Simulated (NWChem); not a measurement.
System: CHClF2; SMILES FC(Cl)F

All runs: NWChem. Each level has its own optimisation; frequencies are unscaled.

For level Hartree-Fock/STO-3G:

| Quantity | Value |
|---|---|
| r C–H (Å) | 1.112 |
| highest harmonic frequency (cm⁻¹) | 3546 |
| lowest (cm⁻¹) | 365 |
| dipole (D) | 2.00 |

Q: What are these values for level Hartree-Fock/3-21G?

A: The r C–H (Å) is 1.065 and the highest harmonic frequency (cm⁻¹) is 3432. The lowest (cm⁻¹) comes out as 351 and the dipole (D) is 2.26.
